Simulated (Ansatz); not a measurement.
The same path of BCl2FH2O (7 atoms, charge 0, multiplicity 1) was run twice with different band settings. Lost on the way: B1–Cl2, O5–H7. Made: Cl2–H7.

All numbers below come from RKS revPBE/def2-SVP (Ansatz).

Relaxed end points:

```xyz
7
Properties=species:S:1:pos:R:3
B 0.002 -0.080 0.150
Cl -0.086 0.581 1.868
F 1.170 0.124 -0.493
Cl -1.519 0.151 -0.865
O -0.030 -1.795 0.433
H -0.896 -2.075 0.060
H -0.113 -1.868 1.411
```

```xyz
7
Properties=species:S:1:pos:R:3
B -0.199 -0.332 -0.806
Cl 0.493 -0.985 3.573
F 0.838 0.503 -0.813
Cl -1.234 -0.466 -2.246
O -0.430 -1.066 0.324
H -1.208 -1.647 0.245
H 0.268 -0.969 2.288
```

Common settings: movable images 5; climbing image yes; spring 5.0 eV/Å²; optimiser quadratic models (default); force threshold 0.05 eV/Å; iteration limit 60; end points relaxed.

| run | start path |
| --- | --- |
| 1 | through a guess of the saddle point |
| 2 | straight line |

What does each run give, and how far can it be trusted?

Run 1: converged after 16 iterations, highest image 0.575 eV above the first end. A vibrational analysis at the climbing image gives one clearly imaginary mode, 849i cm⁻¹: a first-order saddle point.
Run 2: converged after 13 iterations, highest image 0.576 eV above the first end. Another band between the same ends (5 images) ends at a top of the same energy, where a vibrational analysis finds 1 clearly imaginary mode.
The orbitals stay closed-shell, which can raise the energy where a bond breaks towards radicals; this wasn't checked here.
